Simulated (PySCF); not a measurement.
Ligands exchanged one at a time, Si OH-SH. Gas-phase values, no solvent. One relaxed conformer stands for each flexible species; it need not be the lowest. Strings in code marks are SMILES.

Calculation: PBE-D3(BJ)/def2-TZVP // ωB97X-D3(BJ)/def2-TZVP (PySCF). All candidates: neutral, multiplicity 1. Excitations are Tamm–Dancoff values on a coarser integration grid. The basis has no diffuse functions, so Rydberg states are missing or too high.

The HOMO is -6.38 eV. The T1 excitation (TDA) is 4.91 eV and the HOMO–LUMO gap comes out as 5.07 eV.

Name which member has these values.
A) `O[Si](O)(O)O`
B) `O[Si](O)(S)S`
C) `S[Si](S)(S)S`
D) `O[Si](O)(O)S`

C, `S[Si](S)(S)S`. The others give `O[Si](O)(S)S`: -6.11 eV, 5.21 eV, 5.39 eV; `O[Si](O)(O)S`: -6.30 eV, 5.55 eV, 5.76 eV; `O[Si](O)(O)O`: -7.32 eV, 6.77 eV, 6.89 eV
